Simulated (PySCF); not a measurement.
Atom-mapped SMILES (the numbers label the heavy atoms): `[SiH3:1][SiH2:2][CH:3]1[CH2:4][CH2:5][CH2:6]1` (H(Xn): hydrogen on atom n). Ha(C4), Ha(C5), Ha(C6) are cis to Si2 on the ring; Hb(C4), Hb(C5), Hb(C6) are trans to Si2 on the ring.

Theory: coordinates at the GFN2-xTB level, shielding tensors at PBE0/pcSseg-1 (GIAO), in PySCF 2.14.0 with density-fitted response routines (averaged over atoms made equivalent by symmetry, fast rotation or ring inversion, single conformer, no solvent model, no relativistic terms).

δ = σ(ref) − σ, references computed at the same level: ¹³C and ¹H and ²⁹Si vs TMS.

```tsv
atoms	nucleus	count	Hirshfeld charge	δ (ppm)
C3	¹³C	1	-0.11	?
Ha(C4)/Ha(C6)	¹H	2	0.03	1.69
H(Si1)	¹H	3	-0.08	3.34
H(C3)	¹H	1	0.03	?
Hb(C5)	¹H	1	0.04	?
C4/C6	¹³C	2	-0.07	25.5
Ha(C5)	¹H	1	0.04	2.31
Si1	²⁹Si	1	0.21	-123.2
Si2	²⁹Si	1	0.24	-69.4
Hb(C4)/Hb(C6)	¹H	2	0.04	2.55
H(Si2)	¹H	2	-0.08	?
C5	¹³C	1	-0.07	19.4
```

Complete the table.

Answers


- C3: 16.1 ppm, sp3 CH bonded to Si
- H(Si2): 3.95 ppm, hydrogen on a silicon bonded to C, Si
- Hb(C5): 2.00 ppm, hydrogen on an sp3 CH2 in a ring
- H(C3): 1.88 ppm, hydrogen on an sp3 CH bonded to Si

Shifts are as computed. Against solution values, carbons near 30 ppm lie about +3 ppm off and those near 130 ppm about +5 ppm. Of 1211 compounds with measured shifts, 218 miss one by over three times the rms of a fit or turn the order of signals round; such compounds aren't used in these exercises.
